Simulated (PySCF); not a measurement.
**Spinor energies of Lu(69+) (lutetium, charge +69)**

Start: 1s2. Calculated with PySCF 2.14 in an uncontracted even-tempered set (16 s from 24 bohr⁻², ratio 2.6; 13 p from 31 bohr⁻², ratio 2.6; 6 d from 32 bohr⁻², ratio 2.8; 3 f from 1300 bohr⁻², ratio 2.8): generalised Hartree-Fock with the X2C-1e Hamiltonian and a Gaussian nucleus; spin-orbit coupling (SO) screened by Boettger's factors.

```tsv
spinor shell	electrons	ε, screened SO (eV)	weight of nominal j (screened SO)	rms radius, screened SO (bohr)
1s1/2	2	-72498.0	1.000	0.0218
```

| quantity | screened SO |
| --- | --- |
| E (hartree) | -5380.44309 |
| M_J | 0 |
| ⟨J²⟩ | 0.000 |
| ⟨L²⟩ | 0.000 |
| ⟨S²⟩ | 0.000 |

Breit and QED terms are absent; they matter most for the inner s and p1/2 levels.

Densities and radii are taken from the X2C orbitals without a picture-change correction, which distorts them close to the nucleus.
